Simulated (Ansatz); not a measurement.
Other settings, tried on SnMe2 (C2H6Sn).

```yaml
crystal:
  periodic: [false, false, false]
  atoms:
    - {symbol: C, position_ang: [1.588308, -0.012661, -0.017287]}
    - {symbol: C, position_ang: [-1.588181, 0.011674, -0.023626]}
    - {symbol: Sn, position_ang: [0.003173, 0.011591, -1.528500]}
    - {symbol: H, position_ang: [1.487316, -0.914116, 0.596335]}
    - {symbol: H, position_ang: [1.470003, 0.846189, 0.651359]}
    - {symbol: H, position_ang: [2.587982, 0.009156, -0.451843]}
    - {symbol: H, position_ang: [-1.498490, 0.913036, 0.592132]}
    - {symbol: H, position_ang: [-1.464292, -0.847135, 0.643833]}
    - {symbol: H, position_ang: [-2.585830, -0.017733, -0.462394]}
basis:
  gaussian: {orbitals: STO-3G, nuclear_model: gaussian}
hamiltonian: {xc: {name: r2SCANh}, dispersion: d4, pseudopotentials: {relativity: none}}
accuracy: high
scf: {omitted_lower_state_checks: [starts]}
output: {forces: true}
```

```sh
$ ansatz run in.yaml --threads 2 --pin off --events-out ev --progress --plain --max-ram 4352MiB
```

Shortened log:

```
Functional definition: r2SCANh
835 factors; integrals over basis functions are off by at most 4.2e-9 eV
mean field evaluation 1: about -164473.3738 eV, gradient 1.1e1 eV
mean field evaluation 2: about -164473.2979 eV, gradient 1.2e1 eV
mean field evaluation 4: about -164473.7821 eV, gradient 2.7e-1 eV
mean field evaluation 8: about -164473.7447 eV, gradient 7.6e-4 eV
mean field evaluation 16: about -164473.7447 eV, gradient 2.5e-9 eV
mean field -164473.74465484 eV, -6044.2986317571 hartree, gradient 7.5e-9 eV, S^2 0.000000; 0 other end points of the search recorded, 0 dependent functions left out
reference -164473.74465529 eV, -6044.2986317736 hartree; 34, 34 occupied and 9, 9 virtual orbitals, 835 factors
Total energy: -164473.78538494 eV, -6044.3001285608 hartree
Atom 0 at     1.588308    -0.012661    -0.017287 Å, force    -1.218393     0.003701    -0.762053 eV/Å
Atom 1 at    -1.588181     0.011674    -0.023626 Å, force     1.221277     0.020113    -0.757489 eV/Å
Atom 2 at     0.003173     0.011591    -1.528500 Å, force    -0.002329    -0.011103     1.109168 eV/Å
Atom 3 at     1.487316    -0.914116     0.596335 Å, force     0.151257     0.027254     0.051596 eV/Å
Atom 4 at     1.470003     0.846189     0.651359 Å, force     0.153216    -0.023457     0.049427 eV/Å
Atom 5 at     2.587982     0.009156    -0.451843 Å, force     0.081834     0.001252     0.104795 eV/Å
Atom 6 at    -1.498490     0.913036     0.592132 Å, force    -0.150611    -0.031378     0.051328 eV/Å
Atom 7 at    -1.464292    -0.847135     0.643833 Å, force    -0.154381     0.019180     0.048527 eV/Å
Atom 8 at    -2.585830    -0.017733    -0.462394 Å, force    -0.081871    -0.005562     0.104701 eV/Å
Dipole moment:    -0.000051     0.000141     0.020674 e Å
Checks for a lower state left out: starts
```

Run time 7 s (2 threads of Intel Xeon Platinum 8259CL on a shared host).
